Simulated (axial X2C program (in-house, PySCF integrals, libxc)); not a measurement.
**CBr⁺ along the bond: HF, scalar-relativistic**

Calculated with an in-house all-electron X2C program for linear molecules (integrals from PySCF). Spin-free means the one-electron spin-free X2C Hamiltonian. Basis: Br dyall-cv3z [8s9p6d4f1g], C dyall-v3z [7s6p2d1f] (cores contracted in-house); Gaussian nuclei, density fitting, unrestricted open shells. Masses: Br 78.918 u, C 12.000 u.

State: M_S = 0, Λ = 0 (closed shell). Dipoles are positive if C is the positive end and refer to the centre of mass.

Results along the bond:

| R (Å) | μ (D) | HOMO (eV) | LUMO (eV) |
| --- | --- | --- | --- |
| 1.474 | -0.832 | -21.05 | -6.32 |
| 1.542 | -0.326 | -21.27 | -6.55 |
| 1.592 | 0.067 | -21.40 | -6.73 |
| 1.643 | 0.467 | -21.50 | -6.91 |
| 1.694 | 0.871 | -21.46 | -7.08 |
| 1.753 | 1.345 | -21.09 | -7.28 |
| 1.813 | 1.818 | -20.75 | -7.47 |
| 1.889 | 2.415 | -20.35 | -7.69 |
| 1.982 | 3.116 | -19.92 | -7.93 |
| 2.118 | 4.035 | -19.39 | -8.17 |

Occupations by symmetry block were frozen at the best pattern of an incomplete PBE0 search. The closed shell is kept restricted, so the energy runs too high when the bond is stretched far.
